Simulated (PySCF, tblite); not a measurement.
Isomers of C6H9F3Si. Computed with GFN2-xTB (tblite): harmonic, unscaled wavenumbers at the GFN2-xTB geometry, gas phase. This tight-binding method is rough: wavenumbers can miss measured ones by several per cent, in bad cases by 10 to 20. Modes of hydrogen on silicon can be 10 to 20 % off. One conformer each.

Electronic energies: PBE0/pcSseg-1 single points on the GFN2-xTB geometries (PySCF, gas phase).

```json
{"SMILES": "C#CC[C@](F)([SiH2]C)C(F)F", "electronic energy, lowest = 0 (kcal/mol)": "7.6"}
{"SMILES": "C#C[C@@H](C[SiH3])CC(F)(F)F", "electronic energy, lowest = 0 (kcal/mol)": "0.0"}
{"SMILES": "C[C@@H]1[SiH2]C[C@@H]1C(F)=C(F)F", "electronic energy, lowest = 0 (kcal/mol)": "0.6"}
```

Problem. How do GFN2-xTB zero-point energies change the relative energies?

Solution. 
| SMILES | ZPE (kcal/mol) | of it from modes above 1550 cm⁻¹ | electronic (kcal/mol) | with ZPE, lowest = 0 (kcal/mol) | lowest mode (cm⁻¹) | rings |
| --- | --- | --- | --- | --- | --- | --- |
| C#C[C@@H](C[SiH3])CC(F)(F)F | 80.9 | 39.1 | 0.0 | 0.0 | 26 | 0 |
| C[C@@H]1[SiH2]C[C@@H]1C(F)=C(F)F | 84.3 | 39.2 | 0.6 | 4.0 | 41 | 1 |
| C#CC[C@](F)([SiH2]C)C(F)F | 81.5 | 40.3 | 7.6 | 8.2 | 44 | 0 |

The zero-point energies span 3.4 kcal/mol, from `C#C[C@@H](C[SiH3])CC(F)(F)F` to `C[C@@H]1[SiH2]C[C@@H]1C(F)=C(F)F`. The order is unchanged.

Problem. And how do the electronic energies of GFN2-xTB itself compare?

Solution. `C#C[C@@H](C[SiH3])CC(F)(F)F` 3.7; `C[C@@H]1[SiH2]C[C@@H]1C(F)=C(F)F` 0.0; `C#CC[C@](F)([SiH2]C)C(F)F` 14.4 kcal/mol, lowest = 0. Against the energies above, taken from the same isomer `C#C[C@@H](C[SiH3])CC(F)(F)F`, the largest difference is 4.3 kcal/mol.

Problem. What do entropy and thermal enthalpy add at 298.15 K and 1 bar (rigid rotor, harmonic oscillator, one conformer each)?

Solution. 
```csv
SMILES,point group,symmetry number,S (cal/(mol K)),H − H(0) (kcal/mol),ZPE + H − H(0) − TS (kcal/mol)
C#C[C@@H](C[SiH3])CC(F)(F)F,C1,1,111.6,8.34,55.9
C[C@@H]1[SiH2]C[C@@H]1C(F)=C(F)F,C1,1,104.4,7.68,60.8
C#CC[C@](F)([SiH2]C)C(F)F,C1,1,113.0,8.71,56.5
```
